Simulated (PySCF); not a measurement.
C₂H₅F₃Si, SMILES C[SiH2]C(F)(F)F.

The structure is a stationary point at B3LYP-D3(BJ)/def2-SVP.

The numbers are results of TDA-LC-ωPBE/def2-SVPD run with PySCF, not measurements.

Vertical excitations.  State labels are in the subgroup Cs.

Give excitation energies, oscillator strengths and character. (An estimate is asked for; the answer gives what the named calculation found.)


```csv
state,symmetry,energy (eV),λ (nm),f,main pairs
S1,A',9.27,134,0.013,"HOMO→LUMO 40 %, HOMO−1→LUMO+1 10 %, HOMO→LUMO+5 8 %, HOMO→LUMO+2 7 %"
S2,A",9.27,134,0.000,"HOMO−2→LUMO 32 %, HOMO−2→LUMO+1 29 %, HOMO−2→LUMO+2 13 %, HOMO−2→LUMO+5 8 %"
S3,A',9.46,131,0.101,"HOMO−1→LUMO 29 %, HOMO→LUMO 23 %, HOMO−1→LUMO+1 19 %, HOMO−1→LUMO+2 11 %"
S4,A",9.61,129,0.008,"HOMO−2→LUMO 28 %, HOMO→LUMO+3 24 %, HOMO−2→LUMO+2 16 %, HOMO−2→LUMO+4 10 %"
S5,A',9.70,128,0.072,"HOMO−1→LUMO 44 %, HOMO−1→LUMO+2 24 %, HOMO→LUMO+1 11 %"
S6,A',9.86,126,0.006,"HOMO→LUMO+1 54 %, HOMO→LUMO+2 17 %"
S7,A",9.91,125,0.047,"HOMO→LUMO+3 50 %, HOMO−1→LUMO+3 14 %, HOMO−2→LUMO+2 9 %"
S8,A",10.18,122,0.223,"HOMO−2→LUMO+1 41 %, HOMO−2→LUMO 20 %, HOMO−1→LUMO+3 13 %, HOMO−2→LUMO+2 11 %"
S9,A',10.38,119,0.248,"HOMO→LUMO+2 30 %, HOMO→LUMO 16 %, HOMO→LUMO+4 15 %, HOMO−1→LUMO+2 10 %"
S10,A',10.67,116,0.282,"HOMO−1→LUMO+1 30 %, HOMO−1→LUMO+2 28 %, HOMO→LUMO+2 12 %, HOMO→LUMO+1 6 %"
T1,A',8.44,147,0,"HOMO→LUMO 38 %, HOMO→LUMO+1 18 %, HOMO→LUMO+5 16 %, HOMO→LUMO+11 9 %"
T2,A",8.53,145,0,"HOMO−2→LUMO+1 25 %, HOMO→LUMO+3 18 %, HOMO−2→LUMO+2 16 %, HOMO−2→LUMO 15 %"
T3,A",8.64,143,0,"HOMO→LUMO+3 38 %, HOMO−2→LUMO+1 17 %, HOMO−2→LUMO+4 11 %, HOMO−2→LUMO+2 9 %"
T4,A',8.65,143,0,"HOMO−1→LUMO 40 %, HOMO−1→LUMO+1 30 %"
```
Triplets are in the Tamm–Dancoff approximation.
